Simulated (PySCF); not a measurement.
Species: C2H5F2Si (doublet state).
Cartesian coordinates in Å at the GFN2-xTB level; atoms count from 1:
```xyz
10
C2H5F2Si angstrom
F      1.9990    1.0488    0.2147
C      1.5334   -0.2145    0.1220
F      1.6341   -0.7936    1.3371
C      0.3128   -0.4378   -0.6438
Si    -1.2576    0.3550    0.2014
H      0.1541   -1.5097   -0.7447
H      0.4378   -0.0080   -1.6360
H     -2.3809    0.0470   -0.6825
H     -1.0186    1.7914    0.2991
H     -1.4053   -0.2740    1.5101
```

The hyperfine couplings belong to this conformer and change with its torsions.

As a line formula: `F[C](F)C[SiH3]` [radical].

Computed with UKS B3LYP, pcH-1 on C F H Si, non-relativistic, mean-field spin-orbit, GIAO in PySCF. Geometry: GFN2-xTB, one conformer, isolated molecule. Couplings are sensitive to structure, and on GFN2-xTB geometries they can be far from those on DFT ones. Stability of the SCF solution: not tested.

(1) The isotropic 13C couplings are +382.1, +16.6 MHz. Assign them to C2; C4.

(2) The isotropic 1H couplings, averaged over equivalent nuclei, are +21.3, +1.5 MHz. Assign them to H6/H7; H8/H9/H10.

Results:

(1) 
```tsv
site	a_iso (MHz)	ρ(0) (bohr⁻³)	position	distance from C2 (Å)	spin population	largest |T| (MHz)
C2	+382.1	+0.3398	largest spin population	0.00	+0.83	157.0
C4	+16.6	+0.0148	1 bond from C2	1.46	-0.05	10.2
```

(2) 
```csv
site,a_iso (MHz),ρ(0) (bohr⁻³),position,distance from C2 (Å),bound to,spin population there,largest |T| (MHz)
H6/H7,+21.3,+0.0048,"β, 2 bonds from C2",2.08,C4,-0.05,11.9
H8/H9/H10,+1.5,+0.0003,"γ, 3 bonds from C2, on Si5 of spin population +0.11",3.50,Si5,+0.11,3.2
```

ρ(0) is the spin density at the nucleus and T the dipolar tensor; a_iso includes a spin–orbit part; entries for several nuclei are means. Largest spin populations (Mulliken): C2 (+0.83) and Si5 (+0.11). C2 is the only atom above +0.15. The angles at C2 add up to 344.2°, so it is pyramidal.

Means are taken over nuclei equivalent by connectivity, which assumes that they swap fast. The three 1H nuclei of mean +1.5 MHz run from -2.5 to 9.4 MHz in the frozen geometry.

Time: 25 s (grids of density and orbitals included); peak memory 0.71 GiB. Hardware: Arm Neoverse V1, one thread, shared host.
